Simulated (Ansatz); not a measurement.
A structure relaxed at PBE0-D4/def2-SVP in Ansatz, charge 0, singlet:

```tsv
atom	x (Å)	y (Å)	z (Å)
B1	-1.234	-0.307	1.501
B2	-1.528	-1.845	1.660
B3	2.272	-0.401	-0.806
B4	0.729	-0.730	-0.339
B5	1.837	-1.889	-0.861
B6	-0.568	-2.869	0.969
B7	0.563	-2.541	-0.125
B8	1.421	0.846	-0.241
B9	-1.658	3.095	-1.086
B10	-0.428	0.438	0.284
B11	-0.731	-1.340	0.253
B12	-1.060	1.783	-0.535
B13	0.706	2.315	-0.218
B14	-0.320	3.446	-0.456
```

Give its formula.

B14.

Summarise the bond lengths by kind (pairs closer than 1.2 times the sum of covalent radii, bridged metal pairs left out).

26 × B–B 1.52 to 1.96 Å.

Another isomer (triplet) lies 1.50 eV lower at PBE0-D4/def2-TZVP; other spin states weren't run for this one.
